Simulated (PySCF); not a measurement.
A structure optimised at PBE-D3(BJ)/def2-TZVP, used in a PySCF frequency run:

```
Sn
O 1 1.8247
O 1 1.8247 2 180.00
```

Task: Write its SMILES, formula and point group.

Result: [O]=[Sn]=[O], O2Sn, D∞h

Task: What are its rotational constants (standard atomic weights)?

Result: 4.7435 GHz (linear rotor, B only)
